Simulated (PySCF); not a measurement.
An element was calculated at UHF (PySCF 2.14, ECP, a quadruple-zeta basis, no spin-orbit coupling), in the ground configurations that NIST lists.

| Quantity | Value |
| --- | --- |
| electron affinity | 2.295 eV |
| first ionisation energy | 9.537 eV |
| second ionisation energy | 17.663 eV |
| third ionisation energy | 29.853 eV |
| polarisability of the atom | 31.9 bohr³ |

**Question.** Which element is it?

**Answer.** Iodine (I, Z = 53), in aug-cc-pVQZ-PP with ECP28MDF. NIST lists 10.451, 19.131, 29.57 ± 0.025 eV for these ionisation energies.
